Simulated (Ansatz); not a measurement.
Stepwise reaction of `F[Si]([SiH3])(Cl)Cl` with hydrogen fluoride, as a gas-phase model of exchange steps in deposition or etching. ΔE in kJ/mol; ΔG adds harmonic PBE0-D4 terms to CCSD(T)/CBS, at 1 bar.

Computed with Ansatz on PBE0-D4/def2-TZVP structures; ΔE is electronic, products minus reactants. CCSD(T)/CBS is the MP2 limit (def2-TZVPP, def2-QZVPP) plus CCSD(T) − MP2 in def2-TZVPP, frozen cores. This one scheme is used for every species. DFT in def2-TZVPP. B3LYP here is the variant with VWN-RPA as its local correlation; programs differ in this.

| step | reaction | PBE-D4 | B3LYP-D4 | ωB97M-V | CCSD(T)/CBS | ΔG(600 K) |
| --- | --- | --- | --- | --- | --- | --- |
| 1 | `F[Si]([SiH3])(Cl)Cl` + H–F → `F[Si](F)([SiH3])Cl` + HCl | -38.8 | -48.5 | -47.6 | -45.1 | -50.2 |
| 2 | `F[Si](F)([SiH3])Cl` + H–F → `F[Si](F)(F)[SiH3]` + HCl | -41.6 | -51.5 | -50.6 | -49.4 | -48.9 |

By hand: ΔE of the 2 steps together at CCSD(T)/CBS.

(-45.1) + (-49.4) = -94.5 kJ/mol, or -47.2 kJ/mol a step.

In ΔE the steps differ by no more than 4.3 kJ/mol. All are downhill at CCSD(T)/CBS. ΔG lies between -50.2 and -48.9 kJ/mol a step. PBE-D4 differs from CCSD(T)/CBS by 6.3 to 7.8 kJ/mol a step. Isolated molecules leave out the surface, adducts and barriers. Largest T1 diagnostic: 0.013.
